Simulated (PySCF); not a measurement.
## SMILES [C@@H]1(C=O)C[Se]C[C@@H]1F, C5H7FOSe

Cartesian coordinates in Å; atom numbers follow the order of the lines, from 1:
```xyz
15

O     1.666   -0.862   -1.678
C     1.282    0.123   -1.120
C     0.770    0.167    0.306
C     0.514   -1.223    0.861
Se   -1.324   -1.720    0.300
C    -1.604    0.112   -0.358
C    -0.557    0.937    0.366
F    -0.429    2.179   -0.212
H     1.279    1.112   -1.612
H     1.530    0.696    0.895
H     0.556   -1.248    1.950
H     1.212   -1.950    0.446
H    -1.434    0.139   -1.436
H    -2.621    0.433   -0.140
H    -0.845    1.113    1.411
```

The calculation used TDDFT CAM-B3LYP/def2-SVPD circular dichroism and optical rotation, one conformer, gas phase in PySCF 2.14.0. Geometry: GFN2-xTB.

The molecule is flexible and this is one conformer; a measurement averages over conformers. The calculation is non-relativistic, which matters for the atoms heavier than Zn.

Stereocentres: C3 S, C7 R.

Task: Give the optical rotatory dispersion at 633, 589.3, 546, 436, 405, 365, 355 nm.

Result: [α] in deg dm⁻¹ (g/mL)⁻¹:
| λ (nm) | origin-invariant length gauge | modified velocity gauge | length gauge (centre of mass) | isotropic polarisability (au) |
| --- | --- | --- | --- | --- |
| 633 | -94.6 | -93.7 | -94.3 | 86.2 |
| 589.3 | -112.4 | -111.5 | -112.1 | 86.5 |
| 546 | -136.1 | -135.2 | -135.7 | 86.9 |
| 436 | -254.1 | -254.0 | -253.6 | 88.7 |
| 405 | -322.9 | -323.9 | -322.4 | 89.5 |
| 365 | -481.9 | -487.5 | -481.5 | 90.9 |
| 355 | -548.1 | -556.2 | -547.8 | 91.3 |

Task: And for the mirror image at 589.3 nm?

Result: +112.4 deg dm⁻¹ (g/mL)⁻¹ (origin-invariant length gauge): the same size and the opposite sign.

Task: What is the molar rotation [Φ] = [α]·M/100 of the geometry above at 589.3 nm?

Result: With M = 181.08 g/mol, -203.6 deg cm² dmol⁻¹ (origin-invariant length gauge).

The first excitation lies at 4.27 eV (291 nm) with R = -5.9 × 10⁻⁴⁰ esu² cm² (velocity form).
